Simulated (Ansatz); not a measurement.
GeEt(OEt)3 (C8H20GeO3), relaxed as a singlet with RKS PBE-D4/def2-SVP in Ansatz, starting from the GFN2-xTB geometry. Force threshold 0.03 eV/Å.

Start:

Cartesian coordinates in Å:
```
Ge -0.031 0.478 -0.830
C -0.647 1.485 -2.446
C 0.384 2.484 -2.945
H -1.571 1.997 -2.176
H -0.880 0.755 -3.221
H 0.015 2.991 -3.835
H 0.591 3.226 -2.179
H 1.315 1.978 -3.188
O 1.597 -0.156 -1.041
C 2.052 -1.479 -0.816
C 2.485 -1.697 0.627
H 1.273 -2.200 -1.077
H 2.905 -1.616 -1.490
H 2.881 -2.703 0.746
H 3.251 -0.977 0.902
H 1.629 -1.569 1.286
O -0.996 -0.962 -0.391
C -2.312 -0.963 0.126
C -2.519 -2.233 0.940
H -2.480 -0.082 0.757
H -3.028 -0.932 -0.704
H -3.540 -2.272 1.312
H -2.332 -3.104 0.317
H -1.832 -2.258 1.782
O -0.063 1.687 0.473
C 0.611 1.638 1.714
C -0.129 0.795 2.744
H 1.627 1.250 1.580
H 0.677 2.677 2.057
H 0.408 0.806 3.689
H -1.132 1.187 2.899
H -0.209 -0.231 2.389
```

**Question.** Estimate the energy that the relaxation releases and the steps that it takes.

**Answer.** 23.6 kJ/mol, in 16 steps; 92 s on 4 threads of Arm Neoverse V2 on a shared host. The force fell under the threshold at step 11, but the optimiser went on. No frequencies were taken in this run, so the end may be a saddle point.

**Question.** Does the start keep its bonding?

**Answer.** By distances, no bond broke or formed. The bond that changes most is Ge1–C2, from 2.00 to 1.95 Å (atoms count from 1).

**Question.** Predict the relaxed structure.

**Answer.** 
```
atom   x (Å)   y (Å)   z (Å)
 Ge1   0.044   0.509  -0.745
  C2  -0.713   1.310  -2.356
  C3   0.180   2.428  -2.907
  H4  -1.721   1.688  -2.087
  H5  -0.857   0.492  -3.092
  H6  -0.256   2.877  -3.824
  H7   0.311   3.237  -2.162
  H8   1.189   2.046  -3.164
  O9   1.728  -0.050  -0.976
 C10   2.119  -1.412  -0.797
 C11   2.399  -1.756   0.660
 H12   1.349  -2.108  -1.201
 H13   3.040  -1.551  -1.406
 H14   2.780  -2.794   0.751
 H15   3.158  -1.070   1.088
 H16   1.470  -1.680   1.261
 O17  -0.807  -0.965  -0.138
 C18  -2.206  -0.921   0.131
 C19  -2.634  -2.261   0.709
 H20  -2.447  -0.102   0.851
 H21  -2.785  -0.709  -0.802
 H22  -3.724  -2.272   0.914
 H23  -2.401  -3.081   0.000
 H24  -2.097  -2.465   1.657
 O25   0.046   1.822   0.478
 C26   0.770   1.692   1.700
 C27  -0.017   0.938   2.765
 H28   1.753   1.196   1.523
 H29   0.991   2.726   2.049
 H30   0.539   0.916   3.726
 H31  -0.997   1.425   2.943
 H32  -0.205  -0.109   2.452
```
Bond lengths: 4 × C–C 1.52 to 1.53 Å; 3 × C–O 1.42 to 1.43 Å; 3 × Ge–O 1.79 to 1.81 Å; 1 × C–Ge 1.95 Å; 20 × C–H 1.11 to 1.12 Å.
